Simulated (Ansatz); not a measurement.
`[SiH3][SnH3]` + `NB(F)F` → `FB(F)N[SiH3]` + `[SnH4]`  (cleavage of the Si–Sn bond)

Isolated molecules relaxed with PBE0-D4/def2-TZVP in Ansatz; ΔE leaves out vibrations. CCSD(T)/CBS adds triple-zeta CCSD(T) − MP2 to the extrapolated MP2 energy (def2 sets, frozen cores). Functionals use def2-TZVPP. Elements past krypton have def2 core potentials. For Sn outer-core shells are correlated without core-valence functions, which leaves a few kJ/mol of doubt a bond. One conformer a species, not always the lowest.

(1) Is it downhill or uphill in electronic energy at CCSD(T)/CBS, and by how much? (Best estimate.)

(2) What do these levels give: LDA (SPW92), CAM-B3LYP-D4, PBE, BLYP, BHLYP, CAM-B3LYP, LC-ωPBE, HF/def2-TZVPP, SCS-MP2/def2-TZVPP, HF/def2-QZVPP, SCS-MP2/def2-QZVPP, CCSD/CBS(def2)? (Estimate.)

(3) What do rigid-rotor, harmonic-oscillator terms from PBE0-D4/def2-TZVP frequencies (298.15 K, 1 bar) make of the CCSD(T)/CBS value? (Estimate.)

Largest T1 diagnostic among the species: 0.013.

Answers

(1) Computed: Downhill: ΔE = -0.12 eV.

(2) Ansatz gave: LDA (SPW92) -0.03, CAM-B3LYP-D4 -0.20, PBE 0.02, BLYP -0.09, BHLYP -0.20, CAM-B3LYP -0.20, LC-ωPBE -0.12, HF/def2-TZVPP -0.30, SCS-MP2/def2-TZVPP -0.24, HF/def2-QZVPP -0.31, SCS-MP2/def2-QZVPP -0.21, CCSD/CBS(def2) -0.13 eV.

(3) The calculation gave: ΔZPE = -0.09 eV, ΔH = -0.21 eV, ΔS = -10 J/(mol·K), ΔG = -0.18 eV. Modes under 50 cm⁻¹ make the entropy rough.

Leaving LDA and LC-ωPBE aside and taking each functional with its dispersion term where it has one, the values, not all of them listed here, spread over 0.22 eV, from B97M-V to PBE-D4. LDA lies −0.04 eV from PBE without D4. From BLYP to BHLYP (50 % exact exchange), in def2-TZVPP and without D4, ΔE moves by −0.11 eV. In def2-TZVPP, CCSD(T) changes the Hartree–Fock value by +0.12 eV (the triples alone add +0.01 eV) and MP2 by +0.11 eV.
